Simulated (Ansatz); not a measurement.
C2H7GaO2 can be A, `C[O][GaH][O]C`, or B, `CO[CH2][GaH][OH]`.

Calculated with Ansatz (gas phase, PBE0-D4/def2-TZVP geometries, no zero-point term in ΔE). CCSD(T)/CBS adds triple-zeta CCSD(T) − MP2 to the extrapolated MP2 energy (def2 sets, frozen cores). DFT in def2-TZVPP. B3LYP here is the variant with VWN-RPA as its local correlation; programs differ in this. For Ga outer-core shells are correlated without core-valence functions, which leaves a few kJ/mol of doubt a bond. Scalar relativity is left out up to krypton. Each species was taken in one conformer, which may not be the lowest.

**Question.** Which isomer does CCSD(T)/CBS put lower? Give the gap. (Best estimate.)

**Answer.** Computed: A, by 14.7 kcal/mol.

**Question.** Give E(B) − E(A) in kcal/mol with PBE-D4, HF/def2-TZVPP, B2PLYP, B3LYP-D4, CCSD/def2-TZVPP, PBE0-D4, MP2/def2-TZVPP. (Estimate.)

**Answer.** Ansatz gave: PBE-D4 12.9, HF/def2-TZVPP 19.8, B2PLYP 16.4, B3LYP-D4 15.5, CCSD/def2-TZVPP 16.2, PBE0-D4 13.7, MP2/def2-TZVPP 16.1. None reverses the order clearly.

Largest T1 diagnostic: 0.014.

In def2-TZVPP, CCSD(T) changes the Hartree–Fock value by −3.9 kcal/mol (the triples alone add −0.4 kcal/mol) and MP2 by −3.7 kcal/mol. From PBE to PBE0 (25 % exact exchange), in def2-TZVPP and without D4, E(B) − E(A) moves by +0.7 kcal/mol.
